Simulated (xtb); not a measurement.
xtb input (GFN2-xTB):

```bash
xtb mol.xyz --gfn 2 --sp --chrg 0 --uhf 0
```
mol.xyz:
```
14

C      2.17727742    -0.03747240     0.03034283
C      0.68879541    -0.05419405    -0.03698260
C     -0.10326725    -0.77325385    -0.85412694
C     -1.50914205    -0.47542158    -0.57266535
C     -1.58390589     0.42765775     0.41844322
C     -0.19154152     0.78305941     0.85522426
H      2.61257750    -0.71699347    -0.70295608
H      2.53652724    -0.33471635     1.02046789
H      2.57533166     0.96406327    -0.16002826
H      0.23795311    -1.46918504    -1.60857276
H     -2.34528723    -0.92239413    -1.09190886
H     -2.48047392     0.84644775     0.84972385
H     -0.02232319     0.55726387     1.91491507
H      0.01639814     1.85326247     0.73694666
```

End of the output:

```
         :::::::::::::::::::::::::::::::::::::::::::::::::::::
         ::                     SUMMARY                     ::
         :::::::::::::::::::::::::::::::::::::::::::::::::::::
         :: total energy             -16.885241534267 Eh    ::
         :: gradient norm              0.017361465143 Eh/a0 ::
         :: HOMO-LUMO gap              3.683094346408 eV    ::
         ::.................................................::
         :: SCC energy               -17.180905899553 Eh    ::
         :: -> isotropic ES            0.003014853183 Eh    ::
         :: -> anisotropic ES          0.004226182910 Eh    ::
         :: -> anisotropic XC          0.012094302574 Eh    ::
         :: -> dispersion             -0.008536827246 Eh    ::
         :: repulsion energy           0.295664365287 Eh    ::
         :: add. restraining           0.000000000000 Eh    ::
         :: total charge              -0.000000000000 e     ::
         :::::::::::::::::::::::::::::::::::::::::::::::::::::

           -------------------------------------------------
          |                Property Printout                |
           -------------------------------------------------

    * Orbital Energies and Occupations

         #    Occupation            Energy/Eh            Energy/eV
      -------------------------------------------------------------
         1        2.0000           -0.6362022             -17.3119
       ...           ...                  ...                  ...
         4        2.0000           -0.5783684             -15.7382
         5        2.0000           -0.5378279             -14.6350
         6        2.0000           -0.5302187             -14.4280
         7        2.0000           -0.5118684             -13.9286
         8        2.0000           -0.5026529             -13.6779
         9        2.0000           -0.4775081             -12.9937
        10        2.0000           -0.4727501             -12.8642
        11        2.0000           -0.4492818             -12.2256
        12        2.0000           -0.4424556             -12.0398
        13        2.0000           -0.4326393             -11.7727
        14        2.0000           -0.4283226             -11.6553
        15        2.0000           -0.4159973             -11.3199
        16        2.0000           -0.3617688              -9.8442 (HOMO)
        17                         -0.2264176              -6.1611 (LUMO)
        18                         -0.1386800              -3.7737
        19                          0.0833786               2.2688
        20                          0.1102387               2.9997
        21                          0.1141328               3.1057
        22                          0.1537664               4.1842
        23                          0.1756807               4.7805
        24                          0.1931727               5.2565
        25                          0.2056373               5.5957
        26                          0.2199124               5.9841
        27                          0.2264148               6.1611
       ...                                ...                  ...
        32                          0.6937021              18.8766
      -------------------------------------------------------------
                  HL-Gap            0.1353512 Eh            3.6831 eV
             Fermi-level           -0.2940932 Eh           -8.0027 eV

     #   Z          covCN         q      C6AA      α(0)
     1   6 C        3.752    -0.103    22.537     6.770
     2   6 C        3.014     0.003    27.941     8.671
     3   6 C        2.993    -0.054    29.331     8.884
     4   6 C        2.985    -0.041    29.004     8.834
     5   6 C        2.968    -0.049    29.212     8.865
     6   6 C        3.895    -0.066    21.714     6.624
     7   1 H        0.924     0.041     2.442     2.444
     8   1 H        0.924     0.042     2.425     2.435
     9   1 H        0.924     0.042     2.425     2.435
    10   1 H        0.925     0.021     2.712     2.575
    11   1 H        0.926     0.023     2.685     2.563
    12   1 H        0.926     0.024     2.666     2.553
    13   1 H        0.924     0.059     2.214     2.327
    14   1 H        0.924     0.059     2.214     2.327

 Mol. C6AA /au·bohr⁶  :       1885.314232
 Mol. C8AA /au·bohr⁸  :      43946.003476
 Mol. α(0) /au        :         68.308247

Wiberg/Mayer (AO) data.
largest (>0.10) Wiberg bond orders for each atom

 ---------------------------------------------------------------------------
     #   Z sym  total        # sym  WBO       # sym  WBO       # sym  WBO
 ---------------------------------------------------------------------------
     1   6 C    3.997 --     2 C    1.036     7 H    0.984     9 H    0.970
                             8 H    0.970
     2   6 C    3.985 --     3 C    1.768     1 C    1.036     6 C    1.022
                             5 C    0.116
     3   6 C    3.986 --     2 C    1.768     4 C    1.133    10 H    0.972
     4   6 C    3.989 --     5 C    1.812     3 C    1.133    11 H    0.973
     5   6 C    3.986 --     4 C    1.812     6 C    1.036    12 H    0.973
                             2 C    0.116
     6   6 C    3.998 --     5 C    1.036     2 C    1.022    13 H    0.937
                            14 H    0.937
     7   1 H    0.998 --     1 C    0.984
     8   1 H    0.998 --     1 C    0.970
     9   1 H    0.998 --     1 C    0.970
    10   1 H    1.000 --     3 C    0.972
    11   1 H    0.999 --     4 C    0.973
    12   1 H    0.999 --     5 C    0.973
    13   1 H    0.997 --     6 C    0.937
    14   1 H    0.997 --     6 C    0.937
 ---------------------------------------------------------------------------

Topologies differ in total number of bonds
Writing topology from bond orders to xtbtopo.mol

molecular dipole:
                 x           y           z       tot (Debye)
 q only:        0.271       0.186       0.214
   full:        0.302       0.226       0.259       1.162
molecular quadrupole (traceless):
                xx          xy          yy          xz          yz          zz
 q only:        0.377       0.014      -0.258       0.058       0.718      -0.119
  q+dip:        0.716       0.148      -0.634       0.291       2.808      -0.083
   full:        0.385       0.075      -0.341       0.151       1.512      -0.044
Note: The following floating-point exceptions are signalling: IEEE_UNDERFLOW_FLAG IEEE_DENORMAL
normal termination of xtb

           -------------------------------------------------
          | TOTAL ENERGY              -16.885241534267 Eh   |
          | GRADIENT NORM               0.017361465143 Eh/α |
          | HOMO-LUMO GAP               3.683094346408 eV   |
           -------------------------------------------------

------------------------------------------------------------------------
------------------------------------------------------------------------
 total:
 SCF:
```
